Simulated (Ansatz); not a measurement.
Pulling on the B1–H2 bond in CH5BSe (SMILES CB[SeH]) (multiplicity 1 held, fragments rigid). Energies count from the point at 1.189 Å.
Geometry at that point (charge 0, multiplicity 1):
```xyz
8

B     -0.153    -0.553     1.063
H     -1.132    -0.589     1.735
C      1.169    -1.264     1.482
H      0.979    -2.333     1.632
H      1.494    -0.888     2.458
H      2.000    -1.161     0.783
Se    -0.234     0.425    -0.598
H     -1.635     0.865    -0.493
```

U- levels take the lowest unrestricted solution at each point, which mixes spins at long bonds. Active spaces are followed from a long bond inwards. Levels need not reach the same state.

Correlated levels freeze the cores. Filled d and f shells under p-block atoms count as core.

The values were computed with Ansatz (Gaussian orbitals). 

Question: What energy at R = 3.804 Å does U-r2SCAN/cc-pVTZ give?

Answer: 102.7 kcal/mol

Question: What energy at R = 3.804 Å does FIC-MRCISD+Q on CASSCF(2,2)/cc-pVTZ give?

Answer: 107.3 kcal/mol

Question: Estimate the energy at R = 3.804 Å that SC-NEVPT2 on CASSCF(2,2)/cc-pVTZ returns for this input.

Answer: 104.2 kcal/mol

Doubts at one or more of the structures used: a spin-contaminated determinant (U-r2SCAN/cc-pVTZ).

Ansatz is a program for electronic structure.
